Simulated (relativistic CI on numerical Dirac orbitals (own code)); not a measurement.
## One change at a time: Fe XXII

Base calculation: Dirac-Coulomb-Breit CI, orbitals from a KLI potential per configuration, QED by a radiative potential, unscaled Slater integrals.

Configurations in the expansion (outside the closed core 1s2): 2s²2p, 2s2p², 2p³, 2p²3s, 2p²3p, 2p²3d, 2s²3s, 2s²3p, 2s²3d, 2s2p3s, 2s2p3p, 2s2p3d, 2s²4s, 2s²4p, 2s²4d, 2s²4f. Levels of other configurations are missing.

Variants: (1) non-relativistic limit. Shifts of the energy above 2s²2p ²P°1/2, in eV, for the lowest level and the first level of each name with at least 55 % of one term (blank where a level changes its place among those of its configuration and J or its character, or is not in the variant):

| Level | Base | Δ(1) |
| --- | --- | --- |
| 2s²2p ²P°1/2 | 0.00 | 0.00 |
| 2s²2p ²P°3/2 | 14.64 | -14.64 |
| 2s2p² ⁴P1/2 | 49.70 | -10.74 |
| 2s2p² ⁴P3/2 | 56.55 | -17.58 |
| 2s2p² ⁴P5/2 | 63.17 | -24.20 |
| 2s2p² ²D3/2 | 91.88 | -20.12 |
| 2s2p² ²D5/2 | 94.61 | -22.86 |
| 2s2p² ²P1/2 | 106.87 |  |
| 2s2p² ²S1/2 | 122.26 |  |
| 2s2p² ²P3/2 | 124.19 | -26.61 |
| 2p³ ⁴S°3/2 | 155.85 | -30.84 |
| 2p³ ²D°3/2 | 174.11 | -29.51 |
| 2p³ ²D°5/2 | 177.85 | -33.25 |
| 2p³ ²P°1/2 | 196.08 | -33.01 |
| 2p³ ²P°3/2 | 203.12 | -40.06 |
| 2s²3s ²S1/2 | 1005.67 | -10.45 |
| 2s²3p ²P°1/2 | 1028.16 | -11.28 |
| 2s²3p ²P°3/2 | 1032.29 | -15.41 |
| 2s2p3s ⁴P°1/2 | 1050.36 | -12.68 |
| 2s²3d ²D3/2 | 1052.97 | -15.14 |
| 2s2p3s ⁴P°3/2 | 1054.12 | -16.44 |
| 2s²3d ²D5/2 | 1054.19 | -16.36 |

At this charge energies of transitions that change n are usually good to better than 1 %, and those within a shell (Δn = 0) to a few per cent.

Ionisation energy from the two ground configurations alone: base 1800.46 eV. The NIST ASD value (semi-empirical) is 1798.4 eV.

LS names give the leading component of a level, which can be under half, so a name can repeat, a term be missing and a line seem to break the LS rules.
